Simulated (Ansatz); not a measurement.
Total energies of the cluster K2F2⁺ (the lowest doublet isomer of a short search) from Ansatz at PBE-D4/def2-TZVP, gas phase (1 Eh = 27.2114 eV = 2625.5 kJ/mol). The reference geometry is relaxed at PBE0-D4/def2-TZVP.

```tsv
atom	x (Å)	y (Å)	z (Å)
K1	1.4933	-1.0932	1.3901
K2	-1.4945	1.0933	-1.3888
F3	-0.3464	-0.8595	-0.3038
F4	0.3476	0.8594	0.3024
```

| state | geometry | energy (Eh) |
| --- | --- | --- |
| charge 1 doublet | reference | -1398.88803 |
| charge 0 singlet | reference | -1399.07793 |
| charge 1 quartet | relaxed at PBE0-D4/def2-TZVP | -1398.62008 |

Other spin states of the ions weren't run at this level and may lie lower.

Problem. Work out the vertical electron affinity, to the singlet.

Solution. E(charge 1 doublet) − E(charge 0 singlet) = -1398.88803 − (-1399.07793) = 0.18990 Eh = 5.17 eV.

Problem. Which of the charge 1 states is lowest, and how far above it are the others?

Solution. The doublet. quartet: -1398.62008 − (-1398.88803) = 0.26795 Eh = 703.5 kJ/mol. The quartet has fallen apart, so its energy is that of loose fragments and no spin gap. The quartet differs in its bonds from the reference.

The structure comes from a short search, and lower isomers may exist.
